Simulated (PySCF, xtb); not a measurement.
O4Pt, SMILES [O]=[Pt+2](=[O])(=[O])=[O], charge +2, multiplicity 1.

Harmonic wavenumbers (cm⁻¹) from GFN2-xTB run with xtb 6.7.1 at its own minimum, in rising order: 253, 253, 253, 257, 258, 741, 875, 876, 876.

What does PBE-D3(BJ)/def2-SVP (PySCF 2.14.0) give at its own minimum? (The exact figures need the calculation; the answer reports its results.)

287, 287, 295, 295, 295, 823, 849, 849, 849. Paired by order, the mean absolute difference is 39 cm⁻¹ and the zero-point energies are 6.6 and 6.9 kcal/mol.
